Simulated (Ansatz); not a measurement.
Born–Oppenheimer molecular dynamics of C2H7Ga (10 atoms, charge 0, multiplicity 1). It starts at the highest image of a converged band. Of that band: Neighbouring images differ by up to 3.0 eV, so the band resolves the path poorly. A vibrational analysis at the climbing image gives one clearly imaginary mode, 1364i cm⁻¹: a first-order saddle point.

The calculation used RKS BHLYP/def2-SVP (Ansatz 0.2.0).

```
ensemble                      : NVE (velocity Verlet)
time step                     : 0.5 fs
steps asked                   : 200
starting velocities drawn for : 100 K
seed                          : 10772
```

First frame:

```xyz
10
Properties=species:S:1:pos:R:3
Ga -0.401 -0.243 0.928
H 0.958 -0.094 1.655
C 1.715 0.186 0.092
H 1.843 -0.671 -0.579
H 1.543 1.104 -0.481
H 2.610 0.301 0.706
C -1.269 -0.165 -0.836
H -2.329 -0.411 -0.784
H -1.154 0.848 -1.233
H -0.767 -0.855 -1.520
```

Q: How far do the bonds stretch over the last three quarters of this one trajectory? (Pairs bonded in most of those frames.)

A: 
```json
{"bond": "Ga1–C7", "mean (Å)": "2.058", "spread (Å)": "0.075", "shortest": "1.95", "longest": "2.16"}
{"bond": "C3–H4", "mean (Å)": "1.095", "spread (Å)": "0.017", "shortest": "1.07", "longest": "1.13"}
{"bond": "C3–H5", "mean (Å)": "1.094", "spread (Å)": "0.018", "shortest": "1.07", "longest": "1.12"}
{"bond": "C3–H6", "mean (Å)": "1.097", "spread (Å)": "0.028", "shortest": "1.04", "longest": "1.15"}
{"bond": "C7–H8", "mean (Å)": "1.101", "spread (Å)": "0.026", "shortest": "1.06", "longest": "1.14"}
{"bond": "C7–H9", "mean (Å)": "1.099", "spread (Å)": "0.007", "shortest": "1.09", "longest": "1.11"}
{"bond": "C7–H10", "mean (Å)": "1.099", "spread (Å)": "0.017", "shortest": "1.07", "longest": "1.13"}
```

Pairs bonded in part of these frames only: H2–C3 58 %.

Mean temperature of the second half: 1863 K. The conserved energy stayed within 2.8 meV per atom of its start (net change -0.1 meV per atom), so there is no drift, though single steps change it by up to 31 meV in the whole system, a sign of fast motions only just resolved. The kinetic energy rose, since the run started high on the potential surface and went downhill. It ends in pieces (CH3Ga + CH4), so much of that is their flight and rotation, not heat. A run of 0.1 ps of so small a system gives no equilibrium averages. The orbitals stay closed-shell, which can raise the energy where a bond breaks towards radicals; this wasn't checked here.

Run time: 6.6 min on 2 threads of Arm Neoverse V2, on a shared host, peak memory 0.2 GiB.
